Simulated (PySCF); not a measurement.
AlH9Si3: core ionisation energies

Species: Al(SiH3)3.
Z-matrix (Å and degrees, PBE0-D3(BJ)/def2-SVP geometry), rows numbered from 1:
```
Al
Si  1  2.4594
H   2  1.4977  1  113.57
H   2  1.5008  1  109.96  3  -120.75
H   2  1.5002  1  110.45  3   121.29
Si  1  2.4608  2  119.68  3     3.76
H   6  1.5001  1  110.57  2   -53.05
H   6  1.4974  1  113.86  2  -174.70
H   6  1.5007  1  109.57  2    64.69
Si  1  2.4599  2  120.61  3  -176.65
H  10  1.4976  1  114.12  2    -2.53
H  10  1.5004  1  110.14  2  -123.95
H  10  1.5007  1  109.70  2   118.47
```

Method: delta-SCF UKS SCAN, pcX-2 on the ionised atom, pcseg-1 elsewhere, spin-free X2C in PySCF 2.14.0. Each binding energy is the total energy of the core-ionised species, with the hole localised on one atom, minus that of the ground state; both are solved self-consistently, so orbital relaxation is included.

Q: What binding energy does each computed site have?

A: 
```json
{"atom(s)": "Si2/Si6/Si10", "bonded to": "3 H and Al", "level": "Si 1s", "binding energy (eV)": "1845.77", "2p1/2 (eV)": "–", "count": "3"}
{"atom(s)": "Al1", "bonded to": "3 Si", "level": "Al 1s", "binding energy (eV)": "1566.58", "2p1/2 (eV)": "–", "count": "1"}
{"atom(s)": "Si2/Si6/Si10", "bonded to": "3 H and Al", "level": "Si 2p3/2", "binding energy (eV)": "106.07", "2p1/2 (eV)": "106.69", "count": "3"}
```

Q: Which effective nuclear charge Zeff reproduces each element's mean 1s value in the hydrogen-like formula E = 13.606 eV × Zeff²?

A: Al (Z = 13): mean 1566.6 eV, Zeff = 10.73, Z − Zeff = 2.27; Si (Z = 14): mean 1845.8 eV, Zeff = 11.65, Z − Zeff = 2.35. Means run over the listed sites, weighted by atom count.

One atom of each set of topologically equivalent atoms was ionised and stands for the set; in this conformer not all members are related by symmetry, and their own values weren't computed. For 2p shells one spin-free hole was relaxed; a mean-field spin–orbit operator and the ground-state splitting of the three 2p orbitals were then diagonalised within the shell. The shell's mean is (2 × 2p3/2 + 2p1/2)/3, and the degeneracies 2j + 1 give areas of 2:1. 2p1/2 minus 2p3/2 (ligand field included): Si 0.62 eV. Isolated species at its PBE0-D3(BJ)/def2-SVP geometry, gas phase.
